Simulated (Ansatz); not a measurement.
Input and output for C4H2Cl2Ge, SMILES `C#[C][Ge]([Cl])([Cl])[C]#C`.

```yaml
crystal:
  periodic: [false, false, false]
  atoms:
    - {symbol: C, position_ang: [0.636635, -2.543197, 0.676952]}
    - {symbol: C, position_ang: [0.456169, -1.508335, 0.090297]}
    - {symbol: Ge, position_ang: [0.178545, 0.106243, -0.828057]}
    - {symbol: Cl, position_ang: [-1.173729, -0.230748, -2.438841]}
    - {symbol: Cl, position_ang: [2.029757, 0.770242, -1.645972]}
    - {symbol: C, position_ang: [-0.516694, 1.446744, 0.288638]}
    - {symbol: C, position_ang: [-0.961776, 2.305897, 1.003781]}
    - {symbol: H, position_ang: [0.795979, -3.459921, 1.197857]}
    - {symbol: H, position_ang: [-1.356286, 3.066775, 1.638243]}
basis:
  gaussian: {orbitals: def2-mTZVPP}
hamiltonian: {xc: {name: HSE06}, dispersion: d3bj, pseudopotentials: {relativity: scalar}}
accuracy: high
scf: {lower_state_search: full}
```

```sh
$ ansatz run in.yaml --threads 4 --pin off --events-out ev --progress --plain --max-ram 11315MiB
```

It prints (some lines left out):

```
Functional definition: HSE06
3300 factors; integrals over basis functions are off by at most 6.3e-8 eV
133 factors; integrals over basis functions are off by at most 1.7e-9 eV
mean field evaluation 1: about -86249.7308 eV, gradient 6.6e1 eV
mean field evaluation 2: about -86250.1694 eV, gradient 6.5e1 eV
mean field evaluation 4: about -86259.5076 eV, gradient 1.2e1 eV
mean field evaluation 8: about -86259.8079 eV, gradient 2.2e-1 eV
mean field evaluation 16: about -86259.8331 eV, gradient 1.7e-4 eV
mean field -86259.83309055 eV, -3169.9903970628 hartree, gradient 1.4e-8 eV, S^2 0.000000; 0 other end points of the search recorded, 0 dependent functions left out
reference -86259.83309422 eV, -3169.9903971977 hartree; 46, 46 occupied and 130, 130 virtual orbitals, 3300 factors
Total energy: -86260.07189547 eV, -3169.9991729816 hartree
Relativity: scalar
```

Hardware: 4 threads of an Arm Neoverse V2 on a shared host. Wall time 9.5 s, peak host memory 1.1 GiB.
